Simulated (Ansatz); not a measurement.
C8H16 can be A, `C[C@H]1CC[C@@H](C)CC1`, or B, `C[C@@H]1CCCC[C@H]1C`.

Calculated with Ansatz (gas phase, PBE0-D4/def2-TZVP geometries, no zero-point term in ΔE). CCSD(T)/CBS adds triple-zeta CCSD(T) − MP2 to the extrapolated MP2 energy (def2 sets, frozen cores). Functionals use def2-TZVPP. B3LYP here is the variant with VWN-RPA as its local correlation; programs differ in this.

A:

Z-matrix (Å, degrees):
```
C
C 1 1.518
H 1 1.095 2 110.7
H 1 1.093 2 111.4 3 -119.7
H 1 1.093 2 111.4 3 119.7
C 2 1.525 1 111.6 3 61.8
C 2 1.525 1 111.6 3 -61.8
H 2 1.100 1 108.3 3 -180.0
C 6 1.523 2 112.0 1 -179.3
H 6 1.097 2 108.8 1 -57.3
H 6 1.095 2 109.8 1 58.3
C 7 1.523 2 112.0 1 179.3
H 7 1.095 2 109.8 1 -58.3
H 7 1.097 2 108.8 1 57.3
C 9 1.529 6 112.7 2 55.4
H 9 1.095 6 110.3 2 178.7
H 9 1.097 6 108.6 2 -65.1
H 12 1.095 7 110.3 2 -178.7
H 12 1.097 7 108.6 2 65.1
C 15 1.524 9 112.2 6 72.1
H 15 1.097 9 107.7 6 -170.3
H 20 1.093 15 110.9 9 58.1
H 20 1.093 15 110.9 9 177.8
H 20 1.092 15 112.3 9 -62.0
```

B:

```xyz
24

C    -0.8951    1.0541    1.7451
C     0.3166    0.5334    0.9824
C     0.6019    1.3704   -0.2675
C    -0.4210    1.1460   -1.3736
C    -0.5233   -0.3301   -1.7305
C    -0.8349   -1.1692   -0.4980
C     0.1749   -0.9581    0.6333
C     1.5213   -1.5953    0.3133
H    -1.0516    0.4822    2.6636
H    -1.8144    0.9889    1.1588
H    -0.7591    2.1026    2.0235
H     1.1822    0.6305    1.6500
H     0.6398    2.4299    0.0065
H     1.5969    1.1204   -0.6523
H    -1.4041    1.5103   -1.0536
H    -0.1503    1.7344   -2.2555
H    -1.2937   -0.4866   -2.4916
H     0.4208   -0.6605   -2.1792
H    -0.8693   -2.2318   -0.7599
H    -1.8384   -0.9116   -0.1414
H    -0.2164   -1.4651    1.5244
H     1.4085   -2.6637    0.1108
H     2.2128   -1.4856    1.1529
H     1.9960   -1.1458   -0.5617
```

(1) Which isomer does CCSD(T)/CBS put lower? Give the gap. (Estimate.)

(2) Give E(B) − E(A) in kJ/mol with PBE0-D4, r2SCAN-D4, B3LYP-D4, ωB97M-V, PBE-D4, MP2/def2-TZVPP, HF/def2-TZVPP. (Estimate.)

Largest T1 diagnostic: 0.009.

Results:

(1) The calculation gave: A, by 7.2 kJ/mol.

(2) The calculation gave: PBE0-D4 7.5, r2SCAN-D4 8.5, B3LYP-D4 7.2, ωB97M-V 7.2, PBE-D4 7.4, MP2/def2-TZVPP 6.8, HF/def2-TZVPP 11.9. None reverses the order clearly.

In def2-TZVPP, CCSD(T) changes the Hartree–Fock value by −5.0 kJ/mol (the triples alone add −0.7 kJ/mol) and MP2 by −5.2 kJ/mol. The D4 term adds −3.2 kJ/mol with B3LYP and −1.8 kJ/mol with PBE0; it sums over pairs of atoms, weighted by their polarisabilities, and B3LYP, whose exchange is more repulsive, gets the larger term.
